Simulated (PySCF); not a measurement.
C₃H₅ (SMILES [CH]=CC), doublet, geometry from GFN2-xTB; MN15/def2-SV(P) in PySCF.

The PySCF input:
```python
from pyscf import gto, scf, dft

mol = gto.Mole()
mol.atom = '''
    C     1.32517045    0.17996425   -0.00948946
    C     0.06095864    0.44136230   -0.01602886
    H     2.25652235    0.69360547   -0.03009773
    H    -0.31124892    1.47566041   -0.05242127
    C    -1.04589578   -0.57280156    0.02299841
    H    -0.64250733   -1.58055333    0.05836424
    H    -1.67008190   -0.40821458    0.90058097
    H    -1.67408412   -0.47164793   -0.86130678
'''
mol.basis = 'def2-sv(p)'
mol.spin = 1
mol.verbose = 4
mol.build()

mf = dft.UKS(mol)
mf.xc = 'mn15'
mf.grids.atom_grid = (30, 110)
mf.kernel()
```

Write the output that PySCF gives for this input, abridged.


```
PySCF version 2.14.0

[INPUT] verbose = 4
[INPUT] num. atoms = 8
[INPUT] num. electrons = 23
[INPUT] charge = 0
[INPUT] spin (= nelec alpha-beta = 2S) = 1
[INPUT] symmetry False subgroup None
[INPUT] Mole.unit = angstrom
[INPUT] Symbol           X                Y                Z      unit          X                Y                Z       unit  Magmom
[INPUT]  1 C      1.325170450000   0.179964250000  -0.009489460000 AA    2.504209218867   0.340083144713  -0.017932480470 Bohr   0.0
[INPUT]  2 C      0.060958640000   0.441362300000  -0.016028860000 AA    0.115195134526   0.834053868708  -0.030290155489 Bohr   0.0
[INPUT]  3 H      2.256522350000   0.693605470000  -0.030097730000 AA    4.264209235460   1.310724376800  -0.056876466671 Bohr   0.0
[INPUT]  4 H     -0.311248920000   1.475660410000  -0.052421270000 AA   -0.588175215367   2.788594027763  -0.099061843402 Bohr   0.0
[INPUT]  5 C     -1.045895780000  -0.572801560000   0.022998410000 AA   -1.976456579038  -1.082438072124   0.043460696200 Bohr   0.0
[INPUT]  6 H     -0.642507330000  -1.580553330000   0.058364240000 AA   -1.214162886726  -2.986812918969   0.110292429068 Bohr   0.0
[INPUT]  7 H     -1.670081900000  -0.408214580000   0.900580970000 AA   -3.155997396593  -0.771413756254   1.701851386295 Bohr   0.0
[INPUT]  8 H     -1.674084120000  -0.471647930000  -0.861306780000 AA   -3.163560496284  -0.891285414918  -1.627633923431 Bohr   0.0

nuclear repulsion = 64.7734686481428
number of shells = 28
number of NR pGTOs = 92
number of NR cGTOs = 52
basis = def2-sv(p)
ecp = {}

******** <class 'pyscf.dft.uks.UKS'> ********
method = UKS
initial guess = minao
damping factor = 0
level_shift factor = 0
DIIS = <class 'pyscf.scf.diis.CDIIS'>
diis_start_cycle = 1
diis_space = 8
diis_damp = 0
SCF conv_tol = 1e-09
SCF conv_tol_grad = None
SCF max_cycles = 50
direct_scf = True
direct_scf_tol = 1e-13
number electrons alpha = 12  beta = 11
XC library pyscf.dft.libxc version 7.1.2
    S. Lehtola, C. Steigemann, M. J. T. Oliveira, and M. A. L. Marques,  SoftwareX 7, 1–5 (2018)
XC functionals = mn15
    H. S. Yu, X. He, S. L. Li, and D. G. Truhlar,  Chem. Sci. 7, 5032–5051 (2016)
    H. S. Yu, X. He, S. L. Li, and D. G. Truhlar,  Chem. Sci. 7, 5032–5051 (2016)
radial grids:
    Treutler-Ahlrichs [JCP 102, 346 (1995); DOI:10.1063/1.469408] (M4) radial grids

becke partition: Becke, JCP 88, 2547 (1988); DOI:10.1063/1.454033
pruning grids: <function nwchem_prune>
grids dens level: 3
symmetrized grids: False
atomic radii adjust function: <function treutler_atomic_radii_adjust>
User specified grid scheme (30, 110)
small_rho_cutoff = 0
Set gradient conv threshold to 3.16228e-05
tot grids = 19704
init E= -117.157682202072

cycle= 1 E= -116.913827223143  delta_E= 0.244  |g|= 0.169  |ddm|= 1.94
cycle= 2 E= -116.926620983083  delta_E= -0.0128  |g|= 0.123  |ddm|= 0.334
cycle= 3 E= -116.934989178585  delta_E= -0.00837  |g|= 0.0282  |ddm|= 0.15
cycle= 4 E= -116.935520062194  delta_E= -0.000531  |g|= 0.0201  |ddm|= 0.0601
cycle= 5 E= -116.935808326616  delta_E= -0.000288  |g|= 0.00531  |ddm|= 0.0235
cycle= 6 E= -116.935871495098  delta_E= -6.32e-05  |g|= 0.0024  |ddm|= 0.0152
cycle= 7 E= -116.935890749823  delta_E= -1.93e-05  |g|= 0.00133  |ddm|= 0.00841
cycle= 8 E= -116.935896144471  delta_E= -5.39e-06  |g|= 0.000581  |ddm|= 0.00463
cycle= 9 E= -116.93589757154  delta_E= -1.43e-06  |g|= 0.000116  |ddm|= 0.00331
cycle= 10 E= -116.935897605428  delta_E= -3.39e-08  |g|= 2.53e-05  |ddm|= 0.000533
cycle= 11 E= -116.935897606268  delta_E= -8.4e-10  |g|= 8.19e-06  |ddm|= 7.32e-05
Extra cycle  E= -116.935897606348  delta_E= -8.01e-11  |g|= 3.98e-06  |ddm|= 1.94e-05
converged SCF energy = -116.935897606348  <S^2> = 0.76283336  2S+1 = 2.0127924
```
